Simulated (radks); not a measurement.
Species: the copper ion Cu9+. Configuration: [Ar] 3d2. Method: non-relativistic Kohn-Sham, PBE, spin-unpolarised, spherical densities, point nucleus; computed with a radial shooting solver on a logarithmic mesh with Libxc functionals. Some entries of the table are withheld. Estimate them.

| orbital | occ. | eigenvalue (Ry) | <r^2> (bohr^2) | r(max) (bohr) |
|---|---|---|---|---|
| 1s | 2 | (1) | (2) | 0.03489 |
| 2s | 2 | -94.28596 | 0.06683 | 0.1997 |
| 2p | 6 | -84.85124 | 0.05269 | 0.1596 |
| 3s | 2 | -23.81100 | 0.5016 | 0.5976 |
| 3p | 6 | -20.77479 | 0.5124 | 0.5894 |
| 3d | 2 | -15.72391 | 0.4958 | 0.5175 |

Answer. 
(1) 1s eigenvalue (Ry): -660.2790
(2) 1s <r^2> (bohr^2): 0.003753
